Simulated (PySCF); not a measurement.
Relaxed structures of GeSiH4O, closed shell (PBE0-D4/def2-TZVP; forces vanish, vibrations not checked; lower isomers may exist, and structures with a doubtful reference or unclear bonds are left out; Å). Computed with PySCF 2.14 with density fitting (its default auxiliary sets; JK sets also for MP2 and CCSD(T)) (basis: def2-TZVPP); correlated methods freeze the cores. Filled d shells of the heavier atoms are correlated. The def2 sets are not built for correlating such inner shells, so the correlated values are less sure here.

Rank them by CCSD(T) energy, lowest first, and give each one's height above the lowest. Links in brackets join atoms within 1.22 times the sum of their covalent radii (1.1 for two metals). (An estimate is asked for; the value comes from the calculation.)
A.
GeSiH₄O ([O][SiH][GeH3])
```
7
angstrom
O -1.6375 -1.6153 1.1546
Si -0.7630 -1.1560 -0.0016
Ge 0.5280 0.8512 0.0290
H -0.6405 -1.9459 -1.2662
H 0.2014 1.6714 -1.2295
H 0.2157 1.6566 1.2924
H 2.0177 0.4736 -0.0114
```
B.
GeSiH₄O ([OH]1[SiH][GeH2]1)
```
7
angstrom
O 1.3277 -0.3267 0.3860
Si -0.1143 -1.5015 0.0037
Ge -0.2431 0.8733 0.1186
H 0.0886 -1.3699 -1.5091
H 0.3468 1.8163 -0.9617
H -0.2147 1.6785 1.4388
H 1.9905 -0.2245 -0.3044
```
C.
GeSiH₄O ([OH][SiH][GeH2])
```
7
angstrom
O -1.6068 -1.3308 1.6032
Si -0.4247 -1.1898 0.4781
Ge 0.3504 0.7953 -0.2797
H -0.5589 -2.3390 -0.4713
H -2.2410 -2.0445 1.5095
H 0.6476 1.7165 0.9294
H 1.7271 0.3839 -0.8705
```
D.
GeSiH₄O ([OH][SiH]1[H][GeH]1)
```
7
angstrom
O -1.1271 -1.8174 1.0568
Si -0.6786 -0.7369 -0.0976
Ge 0.2415 1.3462 0.1884
H -0.7225 -1.5523 -1.3391
H 0.2698 1.1287 -1.3973
H -1.2385 -1.4757 1.9467
H 0.9589 -0.3410 0.0891
```

By the calculation: D (0.0 kJ/mol), A (10.4 kJ/mol), C (13.5 kJ/mol), B (79.2 kJ/mol). Heights count from the lowest.

The T1 diagnostic stays at or below 0.018. The restricted Hartree–Fock reference is unstable towards an unrestricted one at one or more of these structures. A large double-excitation amplitude points to some diradical character; no triplet was computed.

For scale, one of the runs: CCSD(T)/def2-TZVPP, 177 basis functions, launched by `OMP_NUM_THREADS=2 python run.py`. Hardware: 2 CPU threads of an Intel Xeon Platinum 8488C, shared host. Wall time 4.7 min; peak host memory 1.8 GiB.
